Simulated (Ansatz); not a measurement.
Reaction (ligand exchange at the Si–S bond): `[SiH3]S[SiH2]S` + `[OH][Sn][O][SiH3]` → `[SiH3][O][Sn][O][SiH3]` + `S[SiH2]S`

Gas-phase electronic energies from Ansatz, PBE0-D4/def2-TZVP geometries. CBS: MP2 limit from def2 TZ/QZ plus the TZ coupled-cluster correction, frozen cores. DFT in def2-TZVPP. B3LYP here is the variant with VWN-RPA as its local correlation; programs differ in this. Elements past krypton have def2 core potentials. For Sn outer-core shells are correlated without core-valence functions, which leaves a few kJ/mol of doubt a bond. Each species was taken in one conformer, which may not be the lowest.

`[SiH3]S[SiH2]S`:

Cartesian coordinates in Å:
```
Si -0.317 -1.367 -1.009
S 1.579 -0.518 -0.507
Si 0.854 1.174 0.573
S -0.506 0.719 2.157
H -0.116 -2.174 -2.236
H -0.832 -2.229 0.082
H -1.300 -0.281 -1.272
H 2.050 1.782 1.198
H 0.180 2.114 -0.355
H -1.591 0.782 1.368
```

`[OH][Sn][O][SiH3]`:

Cartesian coordinates in Å:
```
O 2.338 -0.230 -0.718
Sn 1.424 1.423 -1.281
O -0.340 1.049 -0.443
Si -1.122 -0.071 0.444
H 1.816 -0.851 -0.199
H -2.329 -0.560 -0.276
H -0.248 -1.254 0.718
H -1.538 0.494 1.755
```

`[SiH3][O][Sn][O][SiH3]`:

Z-matrix (Å, degrees):
```
Si
O 1 1.633
H 1 1.490 2 111.2
H 1 1.488 2 110.7 3 -120.6
H 1 1.488 2 109.5 3 119.6
Sn 2 1.972 1 147.5 3 28.0
O 6 1.972 2 98.4 1 9.8
Si 7 1.633 6 148.4 2 10.1
H 8 1.488 7 109.5 6 146.6
H 8 1.488 7 110.7 6 -93.6
H 8 1.490 7 111.2 6 27.0
```

`S[SiH2]S`:

Cartesian coordinates in Å:
```
S -1.577 0.037 0.877
Si 0.157 -0.367 -0.305
S 0.733 1.416 -1.310
H -1.343 -0.977 1.729
H 1.216 -0.896 0.589
H -0.098 -1.330 -1.403
H 0.913 2.118 -0.177
```

| level | ΔE (kJ/mol) |
| --- | --- |
| r2SCAN-D4 | -34.6 |
| B3LYP-D4 | -44.2 |
| ωB97X-V | -40.8 |
| ωB97M-V | -39.2 |
| B2PLYP | -45.1 |
| MP2/def2-TZVPP | -39.6 |
| MP2/def2-QZVPP | -38.6 |
| CCSD/CBS(def2) | -45.4 |

What does CCSD(T)/CBS give? (Best estimate.)

Computed: -40.6 kJ/mol. The listed levels differ from it by 6.0, -3.6, -0.2, 1.4, -4.5, 1.0, 2.0, -4.8 kJ/mol.

Largest T1 diagnostic among the species: 0.016.

From PBE to PBE0 (25 % exact exchange), in def2-TZVPP and without D4, ΔE moves by −5.8 kJ/mol. In def2-TZVPP, CCSD(T) changes the Hartree–Fock value by +23.9 kJ/mol (the triples alone add +4.8 kJ/mol) and MP2 by +27.8 kJ/mol.
